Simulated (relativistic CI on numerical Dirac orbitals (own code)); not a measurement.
# One change at a time: Rb XVII

Base calculation: Dirac-Coulomb-Breit CI, orbitals from a KLI potential per configuration, QED by a radiative potential, unscaled Slater integrals.

Configuration list (outside the closed core [Ne]): 3s²3p⁶3d³, 3s²3p⁵3d⁴, 3s3p⁶3d⁴, 3s²3p⁶3d²4s, 3s²3p⁶3d²4p, 3s²3p⁶3d²4d, 3s²3p⁶3d²4f, 3s²3p⁵3d³4s, 3s²3p⁶3d4s4p, 3s²3p⁵3d³4p, 3s²3p⁶3d²5s, 3p⁶3d⁵, 3p⁵3d⁶, 3s²3p⁶3d4s², 3s²3p⁶4s²4p, 3s²3p⁶4s²4d, 3s²3p⁶4s²4f, 3s²3p⁶3d4p², 3s²3p⁶4s4p², 3s²3p⁶4p³, 3s²3p⁶4p²4d, 3s²3p⁶4p²4f. Double excitations out of closed p, d and f shells are left out; levels of such configurations are missing from the list, as are those of other unlisted configurations, and high levels can miss mixing partners. These lack a partner that the ground configuration has and come out too high: 3s²3p⁵3d³4s, 3s²3p⁵3d³4p.

The lowest level and the first level of each name with at least 55 % of one term (blank where a level has no safe partner in the second run):

```tsv
Level	Base (cm⁻¹)	Shift (cm⁻¹)
3s²3p⁶3d³ ⁴F3/2	0	0
3s²3p⁶3d³ ⁴F5/2	6940	+4
3s²3p⁶3d³ ⁴F7/2	14683	+10
3s²3p⁶3d³ ⁴F9/2	22430	+8
3s²3p⁶3d³ ⁴P3/2	48696	+47
3s²3p⁶3d³ ⁴P1/2	50253	+53
3s²3p⁶3d³ ²G7/2	57545	-398
3s²3p⁶3d³ ⁴P5/2	60870	+119
3s²3p⁶3d³ ²G9/2	61007	-437
3s²3p⁶3d³ ²P1/2	76312	-98
3s²3p⁶3d³ ²H11/2	82252	-559
3s²3p⁶3d³ ²H9/2	83189	-495
3s²3p⁶3d³ ²D5/2	86338	+77
3s²3p⁶3d³ ²P3/2	94388	+44
3s²3p⁶3d³ ²F7/2	120839	-273
3s²3p⁶3d³ ²F5/2	123142	-241
3s²3p⁵3d⁴ ⁶D°7/2	785539	-1435
3s²3p⁵3d⁴ ⁶D°5/2	787133	-1426
3s²3p⁵3d⁴ ⁶D°9/2	787289	-1435
3s²3p⁵3d⁴ ⁶D°3/2	791367	-1416
3s²3p⁵3d⁴ ⁶D°1/2	797101	-1421
3s²3p⁵3d⁴ ⁶F°11/2	832014	-1448
```

At this charge energies of transitions that change n are usually good to better than 1 %, and those within a shell (Δn = 0) to a few per cent. Terms inside the open d or f shell come out 10 to 20 % too wide with unscaled integrals.

(1) One thing was changed in a second run, which moved the levels as shown. Which?
A. QED terms removed
B. only the first 3 configurations
C. Breit term removed

## Answers

(1) B. Only the first 3 configurations. With fewer configurations the levels that remain lose their mixing partners.

LS names give the leading component of a level, which can be under half, so a name can repeat, a term be missing and a line seem to break the LS rules.
